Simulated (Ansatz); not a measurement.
Geometry optimisation, RKS r2SCAN-D4/6-31G in Ansatz 0.2.0.

Input file:

```yaml
crystal:
  periodic: [false, false, false]
  atoms:
    - { symbol: B, position_ang: [-0.0529, -2.1874, -0.2789] }
    - { symbol: C, position_ang: [0.1871, -0.6433, 0.0645] }
    - { symbol: C, position_ang: [1.2224, -0.3429, 0.8073] }
    - { symbol: "N", position_ang: [-0.6252, 0.3871, -0.438] }
    - { symbol: C, position_ang: [-0.5308, 1.7968, -0.1894] }
    - { symbol: F, position_ang: [-1.5461, 2.5327, -0.7884] }
    - { symbol: H, position_ang: [0.6327, -3.0029, 0.1047] }
    - { symbol: H, position_ang: [-0.9973, -2.407, -0.9631] }
    - { symbol: H, position_ang: [1.9194, -1.1041, 1.2317] }
    - { symbol: H, position_ang: [1.4985, 0.6753, 1.1153] }
    - { symbol: H, position_ang: [-1.5245, 0.0834, -0.9991] }
    - { symbol: H, position_ang: [-0.5566, 2.0012, 0.9383] }
    - { symbol: H, position_ang: [0.3937, 2.1762, -0.5899] }
basis:
  gaussian: { orbitals: "6-31G" }
hamiltonian:
  xc: r2scan
  dispersion: d4
relax:
  f_tol: 0.015
  max_steps: 40
```

Command:

```bash
$ ansatz run input.yaml --threads 1 --pin off --max-ram 2048MiB --backend cpu --events-out ev --progress --plain --runs-dir out
```

Question: Where does it end, and by what steps?

Answer: The forces met the threshold. The force dipped under the threshold on the way, but the program's further checks kept it going. Limits of this set-up: no polarisation functions. After 31 steps the energy has fallen by 0.936 eV; F6 moved furthest, 1.75 Å.

| step | energy less start (eV) | largest force component (eV/Å) | accepted |
| --- | --- | --- | --- |
| 0 | 0.0000 | 4.077 | yes |
| 2 | -0.6159 | 0.395 | yes |
| 4 | -0.6299 | 0.046 | yes |
| 6 | -0.6301 | 0.010 | yes |
| 8 | -0.6302 | 0.005 | yes |
| 10 | -0.6304 | 0.057 | yes |
| 12 | -0.6309 | 0.066 | yes |
| 14 | -0.6351 | 0.175 | yes |
| 16 | -0.6608 | 0.555 | yes |
| 18 | -0.7075 | 0.715 | yes |
| 20 | -0.7857 | 0.485 | yes |
| 22 | -0.8328 | 0.464 | yes |
| 24 | -0.8985 | 0.254 | yes |
| 26 | -0.9298 | 0.253 | yes |
| 28 | -0.9347 | 0.054 | yes |
| 30 | -0.9357 | 0.026 | yes |
| 31 | -0.9358 | 0.010 | yes |

```xyz
13
Properties=species:S:1:pos:R:3
B 0.016 -2.079 -0.415
C 0.162 -0.618 0.044
C 0.857 -0.334 1.187
N -0.495 0.391 -0.688
C -0.344 1.757 -0.403
F -1.022 2.166 0.841
H 0.678 -2.930 0.100
H -0.782 -2.376 -1.262
H 1.426 -1.118 1.672
H 0.836 0.643 1.664
H -1.245 0.101 -1.298
H 0.710 1.998 -0.231
H -0.777 2.366 -1.197
```

Whether the end is a true minimum wasn't checked by a vibrational analysis.

The run took 6.3 min on 1 thread of Intel(R) Xeon(R) Processor @ 2.50GHz (Skylake/Cascade Lake), on a shared host, peak memory 0.2 GiB.
